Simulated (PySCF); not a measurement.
# Structure and vertical S1–T1 gap

Computed with TDA CAM-B3LYP/def2-TZVP excited states, vertical, gas phase in PySCF 2.14.0. Geometry: PBE0-D3(BJ)/def2-SVP.

Each molecule in one low-energy conformer. The parent is C=C/C=C/C(C)=O.

How does the vertical S1–T1 gap change along this series?
- C=C/C=C/C(C)=O (base)
- C#C/C=C/C=C/C(C)=O (H replaced by ethynyl)
- CC(=O)/C=C/C=C/[SiH3] (H replaced by SiH3)


| molecule | S1 (eV) | S1 from | f(S1) | T1 (eV) | T1 from | S1 − T1 (eV) | S0–T1 spin-orbit coupling (cm⁻¹) | S1–T1 spin-orbit coupling (cm⁻¹) |
| --- | --- | --- | --- | --- | --- | --- | --- | --- |
| C=C/C=C/C(C)=O | 3.80 | HOMO−1→LUMO | 0.000 | 2.72 | HOMO→LUMO | 1.07 | 0.06 | 15.62 |
| C#C/C=C/C=C/C(C)=O | 3.69 | HOMO−1→LUMO | 0.000 | 2.30 | HOMO→LUMO | 1.39 | 0.03 | 12.96 |
| CC(=O)/C=C/C=C/[SiH3] | 3.73 | HOMO−1→LUMO | 0.000 | 2.65 | HOMO→LUMO | 1.08 | 0.17 | 15.07 |

The vertical S1–T1 gap is lowest for C=C/C=C/C(C)=O and highest for C#C/C=C/C=C/C(C)=O.
